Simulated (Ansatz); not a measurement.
Reaction (atomization): `C[Si](C)O`• → 2 C• + 7 H• + O• + Si•

Program: Ansatz. Geometries: PBE0-D4/def2-TZVP. ΔE: electronic, gas phase. CBS: MP2 limit from def2 TZ/QZ plus the TZ coupled-cluster correction, frozen cores. This one scheme is used for every species, atoms too. For atomizations the MP2-based limit and the directly extrapolated one differ by several kJ/mol either way, and by 10 to 25 for some Ge, Se and Sn compounds, so smaller differences from it don't rank the levels. DFT in def2-TZVPP. No spin–orbit coupling; open shells (•) take unrestricted orbitals. Spin–orbit coupling would lower the free atoms: a little for C, O, Si. Each species was taken in one conformer, which may not be the lowest.

Problem. What is ΔE at CCSD(T)/CBS? (An estimate is asked.)

Solution. Ansatz gave: +4085.2 kJ/mol.

Problem. What do these levels give: PBE-D4, PBE-QIDH, BLYP, PBE0, BHLYP, MP2/CBS(def2)? (Best estimate.)

Solution. Ansatz gave: PBE-D4 4136.0, PBE-QIDH 4057.9, BLYP 4022.0, PBE0 4066.1, BHLYP 3961.9, MP2/CBS(def2) 4132.8 kJ/mol.

Largest T1 diagnostic among the species: 0.012.

From BLYP to BHLYP (50 % exact exchange), in def2-TZVPP and without D4, ΔE moves by −60.1 kJ/mol: exact exchange takes away binding that semilocal exchange gives to molecules. In def2-TZVPP, CCSD(T) changes the Hartree–Fock value by +927.2 kJ/mol (the triples alone add +47.4 kJ/mol) and MP2 by +974.8 kJ/mol; breaking electron pairs costs correlation energy, which Hartree–Fock lacks.
